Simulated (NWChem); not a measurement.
System meant: C₂H₆B, doublet; SMILES C[B]C

Input file for NWChem:

```
start job
memory heap 200 mb stack 900 mb global 1100 mb
geometry units angstroms noautoz
  C     -1.403570     0.008968    -0.119880
  B      0.000000     0.000000     0.539114
  C      1.403570    -0.008968    -0.119880
  H     -1.679296    -1.062138    -0.202092
  H     -2.194930     0.481610     0.480597
  H     -1.420317     0.418164    -1.146803
  H      1.420317    -0.418164    -1.146803
  H      2.194930    -0.481610     0.480597
  H      1.679296     1.062138    -0.202092
end
basis spherical
  * library def2-svp
end
dft
  odft
  mult 2
  xc pbe0
  iterations 4
  mulliken
end
task dft energy
```

End of the output:

```
     --------------------------
     Expectation value of S2:
     --------------------------
      <S2> =      0.7518 (Exact =     0.7500)

 center of mass
 --------------
 x =   0.00000000 y =   0.00000000 z =   0.09960654

 moments of inertia (a.u.)
 ------------------
          34.987982818579           0.000000000000           0.000000000000
           0.000000000000         262.270551922549           0.000000000000
           0.000000000000           0.000000000000         249.393356690929

     Multipole analysis of the density
     ---------------------------------

     L   x y z        total         alpha         beta         nuclear
     -   - - -        -----         -----         ----         -------
     0   0 0 0     -0.000000    -12.000000    -11.000000     23.000000

     1   1 0 0     -0.000000     -0.000000      0.000000      0.000000
     1   0 1 0     -0.000000     -0.000000     -0.000000      0.000000
     1   0 0 1     -0.428151     -1.126545      0.698394     -0.000000

     2   2 0 0    -14.658096    -85.000436    -83.035138    153.377478
     2   1 1 0      0.307276      0.027372     -0.205701      0.485605
     2   1 0 1     -0.000000     -0.000000      0.000000     -0.000000
     2   0 2 0    -14.573556    -13.464801    -12.075475     10.966720
     2   0 1 1     -0.000000     -0.000000      0.000000      0.000000
     2   0 0 2    -17.075028    -20.422521    -13.756539     17.104032

 ------------------------------------------------------------------------
 dft energy failed                                                                                  0
 ------------------------------------------------------------------------
 ------------------------------------------------------------------------
  current input line :
    24: task dft energy
 ------------------------------------------------------------------------
 ------------------------------------------------------------------------
 This type of error is most commonly associated with calculations not reaching convergence criteria
 ------------------------------------------------------------------------
 For more information see the NWChem manual at https://nwchemgit.github.io

0:dft energy failed:Received an Error in Communication
```

Q: Find the fault in this run and fix the input.

A: Convergence was not reached. Cause: the SCF was allowed too few iterations. This input runs:
```
start job
memory heap 200 mb stack 900 mb global 1100 mb
geometry units angstroms noautoz
  C     -1.403570     0.008968    -0.119880
  B      0.000000     0.000000     0.539114
  C      1.403570    -0.008968    -0.119880
  H     -1.679296    -1.062138    -0.202092
  H     -2.194930     0.481610     0.480597
  H     -1.420317     0.418164    -1.146803
  H      1.420317    -0.418164    -1.146803
  H      2.194930    -0.481610     0.480597
  H      1.679296     1.062138    -0.202092
end
basis spherical
  C library def2-svp
  B library def2-svp
  H library def2-svp
end
dft
  odft
  mult 2
  xc pbe0
  iterations 150
  mulliken
end
task dft energy
```
It converges to -104.38773 Ha (PBE0/def2-SVP, spin-unrestricted).
